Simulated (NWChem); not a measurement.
System: C$_{2}$H$_{6}$Be; SMILES [CH3][Be][CH3]

The following NWChem deck was run.

```
start job
memory heap 200 mb stack 900 mb global 1100 mb
geometry units angstroms
  Be     0.001199    -0.000421     0.001481
  C      1.334739     0.167757    -1.079742
  H      2.050053    -0.654230    -1.034167
  H      1.935367     1.061829    -0.909455
  H      1.051947     0.225200    -2.131414
  C     -1.334752    -0.167586     1.079753
  H     -1.922677    -1.072751     0.923445
  H     -2.061141     0.643437     1.018784
  H     -1.053549    -0.203484     2.132806
end
basis spherical
  Be library 6-31g*
  C library 6-31g*
  H library 6-31g*
end
dft
  xc xpbe96 cpbe96
  iterations 150
end
driver
  maxiter 150
end
task dft optimize
```

Output (shortened):

```
             Northwest Computational Chemistry Package (NWChem) 7.3.0
             --------------------------------------------------------

 C3  symmetry detected

                             Geometry "geometry" -> ""
                             -------------------------

 Output coordinates in angstroms (scale by  1.889725989 to convert to a.u.)

  No.       Tag          Charge          X              Y              Z
 ---- ---------------- ---------- -------------- -------------- --------------
    1 Be                   4.0000     0.00000000     0.00000000    -0.00003283
    2 C                    6.0000     0.00000000    -0.00000000     1.72497501
    3 H                    1.0000    -0.72177384     0.68573348     2.17004114
    4 H                    1.0000     0.95474953     0.28220774     2.17004114
    5 H                    1.0000    -0.23297569    -0.96794122     2.17004114
    6 C                    6.0000     0.00000000    -0.00000000    -1.72496061
    7 H                    1.0000    -0.96070449    -0.26121711    -2.17002617
    8 H                    1.0000     0.70657290    -0.70138594    -2.17002617
    9 H                    1.0000     0.25413159     0.96260305    -2.17002617

 Effective nuclear repulsion energy (a.u.)      50.6608093674

      Symmetry information
      --------------------

 Group name             C3
 Group number              5
 Group order               3
 No. of unique centers     5

                                Z-matrix (autoz)
                                --------

 Units are Angstrom for bonds and degrees for angles

      Type          Name      I     J     K     L     M      Value
      ----------- --------  ----- ----- ----- ----- ----- ----------
    1 Stretch                  1     2                       1.72501
    2 Stretch                  1     6                       1.72493
    3 Stretch                  2     3                       1.09054
    4 Stretch                  2     4                       1.09054
    5 Stretch                  2     5                       1.09054
    6 Stretch                  6     7                       1.09054
    7 Stretch                  6     8                       1.09054
    8 Stretch                  6     9                       1.09054
    9 Bend                     1     2     3               114.08656
   10 Bend                     1     2     4               114.08656
   11 Bend                     1     2     5               114.08656
   12 Bend                     1     6     7               114.08654
   13 Bend                     1     6     8               114.08654
   14 Bend                     1     6     9               114.08654
   15 Bend                     2     6     7               114.08654
   16 Bend                     2     6     8               114.08654
   17 Bend                     2     6     9               114.08654
   18 Bend                     3     2     4               104.48707
   19 Bend                     3     2     5               104.48707
   20 Bend                     4     2     5               104.48707
   21 Bend                     6     2     3               114.08656
   22 Bend                     6     2     4               114.08656
   23 Bend                     6     2     5               114.08656
   24 Bend                     7     6     8               104.48710
   25 Bend                     7     6     9               104.48710
   26 Bend                     8     6     9               104.48710
   27 Torsion                  3     2     6     7         -58.74429
   28 Torsion                  3     2     6     8        -178.74429
   29 Torsion                  3     2     6     9          61.25571
   30 Torsion                  2     3     1     6         180.00000
   31 Torsion                  4     2     6     7        -178.74429
   32 Torsion                  4     2     6     8          61.25571
   33 Torsion                  4     2     6     9         -58.74429
   34 Torsion                  2     4     1     6        -180.00000
   35 Torsion                  5     2     6     7          61.25571
   36 Torsion                  5     2     6     8         -58.74429
   37 Torsion                  5     2     6     9        -178.74429
   38 Torsion                  2     5     1     6         180.00000
   39 Torsion                  2     1     7     6        -180.00000
   40 Torsion                  2     1     8     6         180.00000
   41 Torsion                  2     1     9     6        -180.00000

  pbe96 is a nonlocal functional; adding pw91lda local functional.

                           NWChem Geometry Optimization
                           ----------------------------

 maximum gradient threshold         (gmax) =   0.000450
 rms gradient threshold             (grms) =   0.000300
 maximum cartesian step threshold   (xmax) =   0.001800
 rms cartesian step threshold       (xrms) =   0.001200
 fixed trust radius                (trust) =   0.300000
 source of zmatrix                         =   autoz

          -------------------
          Energy Minimization
          -------------------

 Using diagonal initial Hessian
 Scaling for Hessian diagonals: bonds = 1.00  angles = 0.25  torsions = 0.10

          --------
          Step   0

                                 NWChem DFT Module
                                 -----------------

 Summary of "ao basis" -> "ao basis" (spherical)
 ------------------------------------------------------------------------------
       Tag                 Description            Shells   Functions and Types
 ---------------- ------------------------------  ------  ---------------------
 Be                          6-31g*                  6       14   3s2p1d
 C                           6-31g*                  6       14   3s2p1d
 H                           6-31g*                  2        2   2s

      Symmetry analysis of basis
      --------------------------

        a          22
        e+         16
        e-         16

  Rotation of axis

            General Information
            -------------------
          SCF calculation type: DFT
          Wavefunction type:  closed shell.
          No. of atoms     :     9
          No. of electrons :    22
           Alpha electrons :    11
            Beta electrons :    11
          Charge           :     0
          Spin multiplicity:     1
          Use of symmetry is: on ; symmetry adaption is: on
          Maximum number of iterations: 150
          AO basis - number of functions:    54
                     number of shells:    30
          Convergence on energy requested:  1.00D-06
          Convergence on density requested:  1.00D-05
          Convergence on gradient requested:  5.00D-04

[...]

      ----------------------
      Optimization converged
      ----------------------

  Step       Energy      Delta E   Gmax     Grms     Xrms     Xmax
  ---- ---------------- -------- -------- -------- -------- --------
@    4     -94.40685318 -1.2D-06  0.00008  0.00003  0.00059  0.00085
                                     ok       ok       ok       ok

                                Z-matrix (autoz)
                                --------

 Units are Angstrom for bonds and degrees for angles

      Type          Name      I     J     K     L     M      Value     Gradient
      ----------- --------  ----- ----- ----- ----- ----- ---------- ----------
    1 Stretch                  1     2                       1.68917   -0.00003
    2 Stretch                  1     6                       1.68917   -0.00003
    3 Stretch                  2     3                       1.10655   -0.00008
    4 Stretch                  2     4                       1.10655   -0.00008
    5 Stretch                  2     5                       1.10655   -0.00008
    6 Stretch                  6     7                       1.10655   -0.00008
    7 Stretch                  6     8                       1.10655   -0.00008
    8 Stretch                  6     9                       1.10655   -0.00008
    9 Bend                     1     2     3               112.33781    0.00002
   10 Bend                     1     2     4               112.33781    0.00002
   11 Bend                     1     2     5               112.33781    0.00002
   12 Bend                     1     6     7               112.33786    0.00002
   13 Bend                     1     6     8               112.33786    0.00002
   14 Bend                     1     6     9               112.33786    0.00002
   15 Bend                     2     6     7               112.33786    0.00002
   16 Bend                     2     6     8               112.33786    0.00002
   17 Bend                     2     6     9               112.33786    0.00002
   18 Bend                     3     2     4               106.45869   -0.00002
   19 Bend                     3     2     5               106.45869   -0.00002
   20 Bend                     4     2     5               106.45869   -0.00002
   21 Bend                     6     2     3               112.33781    0.00002
   22 Bend                     6     2     4               112.33781    0.00002
   23 Bend                     6     2     5               112.33781    0.00002
   24 Bend                     7     6     8               106.45864   -0.00002
   25 Bend                     7     6     9               106.45864   -0.00002
   26 Bend                     8     6     9               106.45864   -0.00002
   27 Torsion                  3     2     6     7         -58.74588    0.00000
   28 Torsion                  3     2     6     8        -178.74588    0.00000
   29 Torsion                  3     2     6     9          61.25412    0.00000
   30 Torsion                  2     3     1     6        -180.00000    0.00000
   31 Torsion                  4     2     6     7        -178.74588    0.00000
   32 Torsion                  4     2     6     8          61.25412    0.00000
   33 Torsion                  4     2     6     9         -58.74588    0.00000
   34 Torsion                  2     4     1     6        -180.00000   -0.00000
   35 Torsion                  5     2     6     7          61.25412    0.00000
   36 Torsion                  5     2     6     8         -58.74588    0.00000
   37 Torsion                  5     2     6     9        -178.74588    0.00000
   38 Torsion                  2     5     1     6        -180.00000   -0.00000
   39 Torsion                  2     1     7     6         180.00000   -0.00000
   40 Torsion                  2     1     8     6         180.00000    0.00000
   41 Torsion                  2     1     9     6        -180.00000   -0.00000

                         Geometry "geometry" -> "geometry"
                         ---------------------------------

 Output coordinates in angstroms (scale by  1.889725989 to convert to a.u.)

  No.       Tag          Charge          X              Y              Z
 ---- ---------------- ---------- -------------- -------------- --------------
    1 Be                   4.0000     0.00000000     0.00000000     0.00000311
    2 C                    6.0000     0.00000000     0.00000000     1.68916875
    3 H                    1.0000    -0.74200987     0.70497856     2.10973024
    4 H                    1.0000     0.98153428     0.29011012     2.10973024
    5 H                    1.0000    -0.23952440    -0.99508868     2.10973024
    6 C                    6.0000     0.00000000     0.00000000    -1.68916213
    7 H                    1.0000    -0.98764872    -0.26855794    -2.10972465
    8 H                    1.0000     0.72640236    -0.72104991    -2.10972465
    9 H                    1.0000     0.26124636     0.98960785    -2.10972465

 Effective nuclear repulsion energy (a.u.)      51.0113604194

      Symmetry information
      --------------------

 Group name             C3
 Group number              5
 Group order               3
 No. of unique centers     5

                Final and change from initial internal coordinates
                --------------------------------------------------

                                Z-matrix (autoz)
                                --------

 Units are Angstrom for bonds and degrees for angles

      Type          Name      I     J     K     L     M      Value       Change
      ----------- --------  ----- ----- ----- ----- ----- ---------- ----------
    1 Stretch                  1     2                       1.68917   -0.03584
    2 Stretch                  1     6                       1.68917   -0.03576
    3 Stretch                  2     3                       1.10655    0.01601
    4 Stretch                  2     4                       1.10655    0.01601
    5 Stretch                  2     5                       1.10655    0.01601
    6 Stretch                  6     7                       1.10655    0.01601
    7 Stretch                  6     8                       1.10655    0.01601
    8 Stretch                  6     9                       1.10655    0.01601
    9 Bend                     1     2     3               112.33781   -1.74875
   10 Bend                     1     2     4               112.33781   -1.74875
   11 Bend                     1     2     5               112.33781   -1.74875
   12 Bend                     1     6     7               112.33786   -1.74868
   13 Bend                     1     6     8               112.33786   -1.74868
   14 Bend                     1     6     9               112.33786   -1.74868
   15 Bend                     2     6     7               112.33786   -1.74868
   16 Bend                     2     6     8               112.33786   -1.74868
   17 Bend                     2     6     9               112.33786   -1.74868
   18 Bend                     3     2     4               106.45869    1.97162
   19 Bend                     3     2     5               106.45869    1.97162
   20 Bend                     4     2     5               106.45869    1.97162
   21 Bend                     6     2     3               112.33781   -1.74875
   22 Bend                     6     2     4               112.33781   -1.74875
   23 Bend                     6     2     5               112.33781   -1.74875
   24 Bend                     7     6     8               106.45864    1.97154
   25 Bend                     7     6     9               106.45864    1.97154
   26 Bend                     8     6     9               106.45864    1.97154
   27 Torsion                  3     2     6     7         -58.74588   -0.00158
   28 Torsion                  3     2     6     8        -178.74588   -0.00158
   29 Torsion                  3     2     6     9          61.25412   -0.00158
   30 Torsion                  2     3     1     6        -180.00000    0.00000
   31 Torsion                  4     2     6     7        -178.74588   -0.00158
   32 Torsion                  4     2     6     8          61.25412   -0.00158
   33 Torsion                  4     2     6     9         -58.74588   -0.00158
   34 Torsion                  2     4     1     6        -180.00000    0.00000
   35 Torsion                  5     2     6     7          61.25412   -0.00158
   36 Torsion                  5     2     6     8         -58.74588   -0.00158
   37 Torsion                  5     2     6     9        -178.74588   -0.00158
   38 Torsion                  2     5     1     6        -180.00000    0.00000
   39 Torsion                  2     1     7     6         180.00000    0.00000
   40 Torsion                  2     1     8     6         180.00000    0.00000
   41 Torsion                  2     1     9     6        -180.00000    0.00000

[...]
```

Level: PBE/6-31G* (spherical d).
